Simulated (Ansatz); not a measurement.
Consider the ligand exchange at the Si–O bond: `[SiH3][O][Sn][Br]` + `[SH][GeH3]` → `[SiH3][S][GeH3]` + `[OH][Sn][Br]`.

Program: Ansatz. Geometries: PBE0-D4/def2-TZVP. ΔE: electronic, gas phase. CCSD(T)/CBS is the MP2 limit (def2-TZVPP, def2-QZVPP) plus CCSD(T) − MP2 in def2-TZVPP, frozen cores. Functionals use def2-TZVPP. B3LYP here is the variant with VWN-RPA as its local correlation; programs differ in this. Elements past krypton have def2 core potentials. For Br, Ge, Sn outer-core shells are correlated without core-valence functions, which leaves a few kJ/mol of doubt a bond. Scalar relativity is left out up to krypton. One conformer a species, not always the lowest.

Question: Is it downhill or uphill in electronic energy at CCSD(T)/CBS, and by how much? (Best estimate.)

Answer: Ansatz gave: Uphill: ΔE = +49.6 kJ/mol.

Question: What do these levels give: LDA (SPW92), r2SCAN0-D4, BHLYP-D4, CAM-B3LYP-D4, PBE, r2SCAN, B3LYP, CAM-B3LYP, HF/def2-TZVPP, MP2/def2-TZVPP, CCSD(T)/def2-TZVPP, HF/def2-QZVPP? (Best estimate.)

Answer: Computed: LDA (SPW92) 36.9, r2SCAN0-D4 47.1, BHLYP-D4 61.7, CAM-B3LYP-D4 58.9, PBE 34.5, r2SCAN 44.3, B3LYP 53.4, CAM-B3LYP 58.5, HF/def2-TZVPP 71.3, MP2/def2-TZVPP 51.1, CCSD(T)/def2-TZVPP 53.4, HF/def2-QZVPP 72.4 kJ/mol.

Largest T1 diagnostic among the species: 0.015.

From BLYP to BHLYP (50 % exact exchange), in def2-TZVPP and without D4, ΔE moves by +11.1 kJ/mol. In def2-TZVPP, CCSD(T) changes the Hartree–Fock value by −17.9 kJ/mol (the triples alone add −3.6 kJ/mol) and MP2 by −20.2 kJ/mol. At CCSD(T), def2-SVP lies +11.1 kJ/mol from the extrapolated value and def2-TZVPP +3.8 kJ/mol.
